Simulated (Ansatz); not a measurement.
C₂H₁₂BNOSi (`C[B-](C)(O)[NH2+][SiH3]`), one more setting.

```yaml
crystal:
  periodic: [false, false, false]
  atoms:
    - {symbol: C, position_ang: [0.436657, -1.907284, 0.363758]}
    - {symbol: B, position_ang: [0.425687, -0.355540, -0.029840]}
    - {symbol: C, position_ang: [1.452023, 0.110831, -1.171880]}
    - {symbol: O, position_ang: [0.486822, 0.528883, 1.198039]}
    - {symbol: N, position_ang: [-1.093085, 0.084244, -0.453633]}
    - {symbol: Si, position_ang: [-1.413702, 1.424104, 0.770170]}
    - {symbol: H, position_ang: [0.232403, -2.558705, -0.493748]}
    - {symbol: H, position_ang: [1.415062, -2.200939, 0.755991]}
    - {symbol: H, position_ang: [-0.295506, -2.146319, 1.145009]}
    - {symbol: H, position_ang: [1.353247, 1.172066, -1.438065]}
    - {symbol: H, position_ang: [1.331854, -0.466764, -2.094757]}
    - {symbol: H, position_ang: [2.488567, -0.040068, -0.851501]}
    - {symbol: H, position_ang: [1.231915, 1.131854, 1.181268]}
    - {symbol: H, position_ang: [-1.769326, -0.668210, -0.359269]}
    - {symbol: H, position_ang: [-1.176033, 0.426676, -1.405874]}
    - {symbol: H, position_ang: [-1.761801, 0.965678, 2.130573]}
    - {symbol: H, position_ang: [-0.625988, 2.665959, 0.584396]}
    - {symbol: H, position_ang: [-2.756292, 1.844835, 0.221264]}
basis:
  gaussian: {orbitals: STO-3G}
hamiltonian: {xc: {name: r2SCAN0}}
output: {forces: true}
```

```sh
$ ansatz run in.yaml --threads 4 --pin off --events-out ev --progress --plain --max-ram 11315MiB
```

Output, abridged:

```
Functional definition: r2SCAN0
623 factors; integrals over basis functions are off by at most 8.9e-5 eV
mean field evaluation 1: about -14184.6931 eV, gradient 2.1e1 eV
mean field evaluation 2: about -14185.4544 eV, gradient 1.5e1 eV
mean field evaluation 4: about -14186.1014 eV, gradient 5.7e-1 eV
mean field evaluation 8: about -14186.0701 eV, gradient 2.3e-2 eV
mean field -14186.07006222 eV, -521.3284591228 hartree, gradient 4.7e-5 eV, S^2 0.000000; 0 other end points of the search recorded, 0 dependent functions left out
reference -14186.07006850 eV, -521.3284593537 hartree; 29, 29 occupied and 17, 17 virtual orbitals, 623 factors
Total energy: -14186.07006850 eV, -521.3284593537 hartree
Atom 0 at     0.436657    -1.907284     0.363758 Å, force     0.002297    -0.294356     0.020297 eV/Å
Atom 1 at     0.425687    -0.355540    -0.029840 Å, force     0.300718     0.651551     0.550324 eV/Å
Atom 2 at     1.452023     0.110831    -1.171880 Å, force     0.181002    -0.035125    -0.254680 eV/Å
Atom 3 at     0.486822     0.528883     1.198039 Å, force    -3.507260    -1.702484    -0.447478 eV/Å
Atom 4 at    -1.093085     0.084244    -0.453633 Å, force     1.183795     0.523790     1.265144 eV/Å
Atom 5 at    -1.413702     1.424104     0.770170 Å, force    -0.029282     0.885422     0.846068 eV/Å
Atom 6 at     0.232403    -2.558705    -0.493748 Å, force     0.001352     0.086377     0.117512 eV/Å
Atom 7 at     1.415062    -2.200939     0.755991 Å, force    -0.080389     0.035907    -0.060579 eV/Å
Atom 8 at    -0.295506    -2.146319     1.145009 Å, force     0.072796     0.037816    -0.143687 eV/Å
Atom 9 at     1.353247     1.172066    -1.438065 Å, force    -0.018578    -0.175697     0.060588 eV/Å
Atom 10 at     1.331854    -0.466764    -2.094757 Å, force    -0.014989     0.087223     0.093706 eV/Å
Atom 11 at     2.488567    -0.040068    -0.851501 Å, force    -0.128264     0.024705    -0.010878 eV/Å
Atom 12 at     1.231915     1.131854     1.181268 Å, force     2.082579     1.537771    -0.458069 eV/Å
Atom 13 at    -1.769326    -0.668210    -0.359269 Å, force    -0.854453    -1.043732     0.015536 eV/Å
Atom 14 at    -1.176033     0.426676    -1.405874 Å, force    -0.099820     0.337014    -1.347228 eV/Å
Atom 15 at    -1.761801     0.965678     2.130573 Å, force     0.210839     0.386255    -0.846090 eV/Å
Atom 16 at    -0.625988     2.665959     0.584396 Å, force    -0.540578    -0.824753     0.211809 eV/Å
Atom 17 at    -2.756292     1.844835     0.221264 Å, force     1.238235    -0.517682     0.387704 eV/Å
Dipole moment:    -0.382163     0.236229    -0.260701 e Å
```

Hardware: 4 threads of an Arm Neoverse V1 on a shared host. Wall time 2 s, peak host memory 0.77 GiB.
